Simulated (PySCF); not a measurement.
**Basis and Hamiltonian dependence of the excitation energy of Sc²⁺**

Sc²⁺ [Ar] 3d1 (2D) → Sc²⁺ [Ar] 4p1 (2P). All values are computed (PySCF 2.14, energy differences of UHF-based or UKS calculations, no spin-orbit coupling). Values in eV.

| basis | Hamiltonian | functions | UHF | LDA | PBE0 | CCSD(T) (valence and next inner shell) |
| --- | --- | --- | --- | --- | --- | --- |
| ANO-RCC-VTZP | spin-free X2C | 59 | 7.368 | 7.749 | 7.806 | 7.484 |
| aug-cc-pVDZ-DK | spin-free X2C | 59 | 7.677 | 8.318 | 8.281 | n/a |
| x2c-TZVPPall | spin-free X2C | 64 | 7.250 | 7.731 | 7.722 | 7.055 |
| def2-TZVPPD | non-relativistic | 67 | 7.401 | 7.880 | 7.872 | 7.198 |
| x2c-TZVPPall with one added diffuse shell each of s, p, d, f type | spin-free X2C | 80 | 7.248 | 7.730 | 7.721 | 7.053 |
| aug-cc-pVTZ-DK | spin-free X2C | 93 | 7.286 | 7.775 | 7.756 | n/a |
| def2-QZVPPD | non-relativistic | 93 | 7.484 | 7.962 | 7.952 | 7.563 |
| aug-cc-pVTZ | non-relativistic | 93 | 7.442 | 7.924 | 7.908 | n/a |
| x2c-QZVPPall | spin-free X2C | 96 | 7.328 | 7.810 | 7.800 | 7.407 |
| aug-cc-pVTZ with one added diffuse shell each of s, p, d, f, g type | non-relativistic | 118 | 7.441 | 7.923 | 7.907 | n/a |
| x2c-QZVPPall with one added diffuse shell each of s, p, d, f, g type | spin-free X2C | 121 | 7.328 | 7.808 | 7.799 | n/a |
| aug-cc-pwCVTZ | non-relativistic | 127 | 7.463 | 7.916 | 7.907 | n/a |
| aug-cc-pVQZ-DK | spin-free X2C | 140 | 7.309 | 7.779 | 7.765 | n/a |
| aug-cc-pwCVTZ-DK with one added diffuse shell each of s, p, d, f, g type | spin-free X2C | 152 | 7.308 | 7.767 | 7.756 | n/a |

Frozen in the all-electron rows: valence: [Ar]; valence and next inner shell: [Ne].

At UHF, aug-cc-pVDZ-DK lies more than 0.3 eV from the median of the rows with comparable relativity.

Non-relativistic rows lack the scalar-relativistic shift.
